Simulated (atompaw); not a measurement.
LDA (PW92) PAW (atompaw) dataset for silver (Ag), scalar-relativistic all-electron reference.

- Element: Ag
- Generator: atompaw 4.2.0.5
- Type: PAW
- Functional: LDA (PW92)
- Relativity: scalar-relativistic
- Frozen core: [Kr]
- Valence charge: 11
- Reference configuration: 4d10 5s1 5p0
- Partial waves: 5s (bound): rc 3.00 bohr; 5s channel at 2.9 Ry: rc 2.85 bohr; 5p (bound, empty): rc 3.00 bohr; 5p channel at 1.95 Ry: rc 3.00 bohr; 4d (bound): rc 3.00 bohr; 4d channel at 2.75 Ry: rc 3.00 bohr
- Local potential: bessel scheme, radius 2.20 bohr
- Core correction: smooth core density matched at 2.75 bohr
- Augmentation charge: sinc compensation charge, radius 2.20 bohr; PAW radius 3.00 bohr; waves and projectors: custom polynom vanderbiltortho

Calculated quality:

* Cutoffs needed: 10 Ry and 18 Ry (the cutoffs (Ry, on a coarse ladder) from which the occupation-weighted sum of valence levels, in a spherical-Bessel basis at the reference potential, stays within 10 and 1 mRy of its value at 400 Ry)
* Ghost test: no extra level below or beside the all-electron valence levels (s, p, d, f tested) (spherical-Bessel basis up to 400 Ry, 20 bohr box)
* Lowest eigenvalue of the overlap operator: 0.14 (s channel)
* Overlap eigenvalues printed by atompaw (projector basis): 0.00899, 0.0513, 0.242, 6.79, 88.2, 1.57e+04
* Share of each valence orbital outside the PAW sphere: 5s 47 %, 5p 82 %, 4d 3 %

Generation and tests took about 3.9 s on one core of a shared server CPU.
